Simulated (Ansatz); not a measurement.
C6H9O, SMILES C1C(C[CH]CC1)=O, multiplicity 2.

Coordinates come from a B3LYP-D3(BJ)/def2-SVP optimisation. The isomer is the one that the SMILES or the coordinates give; other isomers of the formula were not compared. Other conformers were not sampled.

Two levels are set side by side: PBE/def2-SVPD (Ansatz, a first-principles code) and CAM-B3LYP/def2-SVPD (Ansatz). Energy differences of separate SCF runs at the same geometry; the states with an electron removed or added have multiplicity 1 and 1. Differences are taken from unrounded values.

| quantity | PBE |
|---|---|
| vertical ionisation energy (eV) | 7.39 |

Problem. These are the PBE values. What does CAM-B3LYP give? (The exact figures need the calculation; the answer reports its results.)

Solution. 
```csv
quantity,CAM-B3LYP,PBE minus CAM-B3LYP
vertical ionisation energy (eV),7.92,-0.53
```
